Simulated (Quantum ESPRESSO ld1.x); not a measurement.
Values are calculated unless marked as measured or tabulated.
Q: Species: the gallium ion Ga+. Configuration: [Ar] 3d10 4s2. Code: ld1.x of Quantum ESPRESSO 7.5. Model: Dirac Kohn-Sham, relativistic LDA (MacDonald-Vosko exchange, VWN5 correlation), spin-unpolarised, spherical densities, point nucleus.

Spin-orbit splittings of the eigenvalues, e(l+1/2) - e(l-1/2), with zeta = 2 splitting/(2l+1) and mean radii in bohr:

| shell | occ. | splitting (eV) | zeta (eV) | <r> j=l-1/2 | <r> j=l+1/2 |
|---|---|---|---|---|---|
| 2p | 6 | 27.47 | 18.31 | 0.1886 | 0.1921 |
| 3p | 6 | 3.623 | 2.416 | 0.6731 | 0.6840 |
| 3d | 10 | 0.4637 | 0.1855 | 0.8042 | 0.8105 |
| 4p | 0 | 0.1789 | 0.1193 | 2.788 | 2.827 |
| 4d | 0 | 0.006687 | 0.002675 | 5.882 | 5.900 |
| 4f | 0 | ? | ? | 16.73 | 16.73 |

Estimate the 4f splitting.

A: 2.041e-06 eV (zeta = 5.831e-07 eV).
